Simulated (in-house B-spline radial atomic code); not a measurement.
**LC-wPBE excitations of the copper ion Cu⁺**

Method: LC-wPBE. Computed with a B-spline radial code for spherical atoms: linear response of the closed shell [Ar] 3d10 with the functional's adiabatic kernel; non-relativistic, point nucleus, no spin-orbit coupling, no double excitations, S, P, D and F terms only. Only terms of natural parity with L up to 3 were computed.

Without relativity these are model numbers for so heavy an element.

Command:
```bash
python run_td.py task.json out
```
Settings (radii: box in bohr, nucleus in fm):
```
Z                        29
electrons                28
configuration            [Ar] 3d10
hamiltonian              nr
method                   lc_wpbe
box_radius               41.61
intervals                57
```

Cost of the run: 2.7 s on 1 thread of Arm Neoverse N1, with other jobs on the host.

The lowest states, in the order of their Tamm-Dancoff energies; the method's threshold (minus the highest occupied level) is 18.707 eV. Labels give the largest channel, * marks a mixed state, and oscillator strengths are full-response dipole values. Semilocal kernels can invert the small singlet-triplet splittings of Rydberg terms. Energies in eV:

| state | full response | Tamm-Dancoff | oscillator strength |
| --- | --- | --- | --- |
| 3d → 4s 3D | 2.199 | 2.248 | - |
| 3d → 4s 1D | ? | ? | - |
| 3d → 4p 3P | 7.392 | 7.424 | - |
| 3d → 4p 3F | ? | ? | - |
| 3d → 4p 1F | 7.722 | 7.726 | - |
| 3d → 4p 1P | 8.337 | 8.413 | 0.351 |
| 3d → 5s 3D | 12.008 | 12.012 | - |
| 3d → 5s 1D | 12.095 | 12.097 | - |
| 3d → 4d 3S | 12.822 | 12.834 | - |
| 3d → 4d 3D | 13.005 | 13.007 | - |

Question: Where does 3d → 4p 3F lie?

Answer: At 7.504 eV in full response, 7.528 eV in Tamm-Dancoff.

Question: Where does 3d → 4s 1D lie?

Answer: At 2.749 eV in full response, 2.763 eV in Tamm-Dancoff.

Question: How large is the singlet-triplet splitting of 3d → 4s (D terms) in Tamm-Dancoff?

Answer: 0.515 eV, from the unrounded values.

Question: What polarisabilities and dispersion coefficient does the method give?

Answer: Dipole 7.342 bohr³, quadrupole 54.13 bohr⁵, C6 24.65 hartree·bohr⁶ for two such species.
